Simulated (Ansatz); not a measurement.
Abridged output of a molecular run in Ansatz:

```
Functional definition: HF
1532 factors; integrals over basis functions are off by at most 9.7e-4 eV
mean field evaluation 1: about -69297.3588 eV, gradient 4.3e1 eV
mean field evaluation 2: about -69297.5349 eV, gradient 4.3e1 eV
mean field evaluation 4: about -69301.9893 eV, gradient 4.1e0 eV
mean field evaluation 8: about -69302.1273 eV, gradient 6.2e-1 eV
mean field evaluation 16: about -69302.1340 eV, gradient 1.1e-6 eV
mean field -69302.13401678 eV, -2546.8064504430 hartree, gradient 1.7e-6 eV, S^2 0.000000; 0 other end points of the search recorded, 0 dependent functions left out; unrestricted orbitals would lower it
21 core orbitals not correlated: weight in the atoms' cores, before any rotation towards them, 1.000 or more for the frozen orbitals, at most 0.000 for the correlated occupied ones
reference -69302.13401678 eV, -2546.8064504430 hartree; 17, 17 occupied and 212, 212 virtual orbitals, 1532 factors
second order -22.08789459 eV of doubles, -0.00000000 eV of singles
cycle   1  -21.92813716 eV  change    1.6e-1 eV  update   1.4e-1
cycle   2  -22.59815765 eV  change   -6.7e-1 eV  update   4.7e-2
cycle   3  -22.74812678 eV  change   -1.5e-1 eV  update   2.7e-2
cycle   4  -22.73693649 eV  change    1.1e-2 eV  update   8.6e-3
cycle   5  -22.72834057 eV  change    8.6e-3 eV  update   4.3e-3
cycle   6  -22.72947937 eV  change   -1.1e-3 eV  update   2.1e-3
cycle   7  -22.72899821 eV  change    4.8e-4 eV  update   1.1e-3
cycle   8  -22.72849802 eV  change    5.0e-4 eV  update   5.5e-4
cycle   9  -22.72878851 eV  change   -2.9e-4 eV  update   2.7e-4
cycle  10  -22.72893698 eV  change   -1.5e-4 eV  update   1.2e-4
cycle  11  -22.72879755 eV  change    1.4e-4 eV  update   5.5e-5
cycle  12  -22.72883411 eV  change   -3.7e-5 eV  update   2.6e-5
cycle  13  -22.72883904 eV  change   -4.9e-6 eV  update   1.1e-5
perturbative correction -1.04190695 eV, -0.0382893743 hartree
Total energy: -69325.90476277 eV, -2547.6800092458 hartree
```

Its atoms:

```xyz
9

C     1.4013    1.0826   -0.6317
Al   -0.3572    0.4669   -0.0278
Al   -2.2675    0.1950    1.5233
Ga   -1.7167   -1.8621    0.2869
F    -1.8401   -3.3938   -0.5739
H     1.7010    0.5644   -1.5475
H     1.3847    2.1542   -0.8524
H     2.1702    0.9047    0.1248
H    -0.4758   -0.1118    1.6982
```

Problem. Which basis set was used?
A. def2-TZVPP
B. cc-pV(D+d)Z
C. def2-QZVPP
D. cc-pV(Q+d)Z

Solution. A. It gives 250 functions.

Problem. Write the keys of the input that set method, charge and spin (a neutral closed shell needs none for the last two).

Solution. 
```yaml
correlation: {method: ccsd_t}
```
